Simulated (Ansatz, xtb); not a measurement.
Relative energy of two isomers of C7H6FN

Structure X: `C=Cc1cncc(F)c1`, a singlet. Structure Y: `[H]/N=C/c1ccccc1F`, a singlet. Both are isolated molecules in the gas phase, relaxed with B3LYP-D3(BJ)/def2-SVP; the shapes shown needn't be the lowest conformers.

X (Å):

```xyz
15

C     0.6471   -1.0261    0.3939
C     0.1348   -0.5635   -0.7548
C     0.3679    0.7568   -1.3557
C    -0.2530    1.0816   -2.5779
C     0.6708    3.1754   -2.6535
C     1.3303    2.9483   -1.4416
C     1.1891    1.7405   -0.7776
F     2.1032    3.9098   -0.9237
N    -0.1081    2.2479   -3.2055
H     0.4071   -2.0298    0.7515
H     1.3193   -0.4318    1.0191
H    -0.5321   -1.2148   -1.3305
H    -0.9015    0.3418   -3.0617
H     0.7920    4.1353   -3.1672
H     1.7125    1.5840    0.1669
```

Y (Å):

```yaml
atoms:
  - { symbol: C, position_ang: [1.2257, -1.1294, 1.5921] }
  - { symbol: C, position_ang: [1.1603, -0.3153, 0.3630] }
  - { symbol: C, position_ang: [0.8409, 1.0536, 0.4069] }
  - { symbol: C, position_ang: [0.7816, 1.8131, -0.7579] }
  - { symbol: C, position_ang: [1.0426, 1.2136, -1.9977] }
  - { symbol: C, position_ang: [1.3621, -0.1429, -2.0702] }
  - { symbol: C, position_ang: [1.4157, -0.8834, -0.8924] }
  - { symbol: F, position_ang: [1.7240, -2.1897, -0.9685] }
  - { symbol: N, position_ang: [0.9950, -0.6234, 2.7399] }
  - { symbol: H, position_ang: [1.0865, -1.3359, 3.4705] }
  - { symbol: H, position_ang: [1.4859, -2.1903, 1.4348] }
  - { symbol: H, position_ang: [0.6434, 1.4897, 1.3878] }
  - { symbol: H, position_ang: [0.5319, 2.8749, -0.7063] }
  - { symbol: H, position_ang: [0.9973, 1.8054, -2.9148] }
  - { symbol: H, position_ang: [1.5705, -0.6393, -3.0194] }
```

Problem. Estimate E(Y) − E(X) at the level CCSD(T)/def2-SVP + ΔMP2/def2-TZVPP.

Solution. Calculated at CCSD(T)/def2-SVP + ΔMP2/def2-TZVPP: E(Y) − E(X) = −9.4 kcal/mol, so structure Y lies lower.

The same difference at several levels:

```tsv
level	geometry	E(Y) − E(X) (kcal/mol)	departure from the last row (kcal/mol)	job, with rough time for the two
GFN2-xTB	GFN2-xTB	+1.7	+11.1	optimisation, 0.15 s
HF/STO-3G	GFN2-xTB	−4.9	+4.5	single point, 0.69 s
r2SCAN-D4/def2-SVP	GFN2-xTB	−9.6	−0.2	single point, 5.7 s
B3LYP-D3(BJ)/def2-SVP	B3LYP-D3(BJ)/def2-SVP	−9.1	+0.3	optimisation, 41 s
HF/def2-SVP	B3LYP-D3(BJ)/def2-SVP	−10.4	−1.0	part of the CCSD(T) run
MP2/def2-SVP	B3LYP-D3(BJ)/def2-SVP	−10.4	−1.0	part of the CCSD(T) run
CCSD(T)/def2-SVP	B3LYP-D3(BJ)/def2-SVP	−9.9	−0.5	single point
CCSD(T)/def2-SVP + ΔMP2/def2-TZVPP	B3LYP-D3(BJ)/def2-SVP	−9.4		single point, 2.9 min
```

As drawn, Y has 1 N–H, 1 C=N, 2 C∷C in place of 1 C=C, 2 C∷N, 1 C–H (∷ is an aromatic bond).

GFN2-xTB puts the two in the other order. The largest departure from CCSD(T)/def2-SVP + ΔMP2/def2-TZVPP is that of GFN2-xTB, 11.1 kcal/mol. The last row adds to CCSD(T) the change of the MP2 difference between the two basis sets, here +0.5 kcal/mol.

With thermal terms from frequencies at re-optimised GFN2-xTB minima (ideal gas, soft modes damped towards free rotors, one conformer each, 298.15 K, 1 atm): on the last row, ΔE + ΔZPE = −8.8, ΔH = −9.0, ΔG = −8.6 kcal/mol.

The correlated steps freeze 9 core orbitals. Programs: Ansatz 0.2.0, xtb 6.7.1; the last row on 4 threads of Arm Neoverse V1 on a shared host.
